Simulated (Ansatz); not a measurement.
Ansatz (a first-principles code) input:
A basis named .json is the Basis Set Exchange file of that set.

Ansatz 0.2 input:
```yaml
crystal:
  periodic: [false, false, false]
  atoms:
    - {symbol: Si, position_ang: [-2.20436540, 0.15637191, -0.57419282]}
    - {symbol: Si, position_ang: [0.04754154, -0.00337247, 0.01238362]}
    - {symbol: Cl, position_ang: [0.97738129, -1.48102291, -1.07313114]}
    - {symbol: Cl, position_ang: [0.24767075, -0.44921664, 2.00927277]}
    - {symbol: Cl, position_ang: [1.02005658, 1.77097742, -0.35133603]}
    - {symbol: H, position_ang: [-2.85752379, -1.13893195, -0.28419845]}
    - {symbol: H, position_ang: [-2.82179305, 1.23690870, 0.22564971]}
    - {symbol: H, position_ang: [-2.29199569, 0.46748730, -2.01781772]}
basis:
  gaussian:
    orbitals: cc-pV_T+d_Z.json
magnetization: {spin_polarized: false}
correlation: {method: ccsd_t, electrons: outside_noble_gas}
```

Q: What final total energy does it print?

A: -1959.28214 Eh (CCSD(T)/cc-pV(T+d)Z). The basis has 237 functions.
